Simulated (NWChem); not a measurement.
Correlation energy of CHO2

```xyz
4

O     -0.9453     0.6808     0.0000
C     -0.3055    -0.3133     0.0000
O      0.9944    -0.4930     0.0000
H      1.4398     0.3772     0.0000
```
Charge 0, spin multiplicity 2.

The numbers come from NWChem runs, not from measurements. All single points use one geometry, from UPBE0/def2-SVP, a minimum by its harmonic frequencies. It is one conformer; others weren't searched.

Basis set: cc-pVDZ. Each correlation energy counts from its own Hartree-Fock reference.

The correlated methods keep 3 core orbitals frozen. The structure started from a generated list of species. The unpaired electrons of the parent sit in orbitals of symmetry a' (Cs labels of the run); other states weren't searched. No SCF solution was tested for a lower state. Open-shell Hartree-Fock references start from PBE0 orbitals. Coupled-cluster values serve here as a point of comparison, not as the truth.

**Question.** For the correlation energy, URI-MP2 gives -473.9 mHa and UMP2 gives -473.8 mHa. What do SCS-UMP2, CCSD on UHF, CCSD[T] on UHF give?

**Answer.** SCS-UMP2: -454.9 mHa; CCSD on UHF: -484.1 mHa; CCSD[T] on UHF: -501.4 mHa.
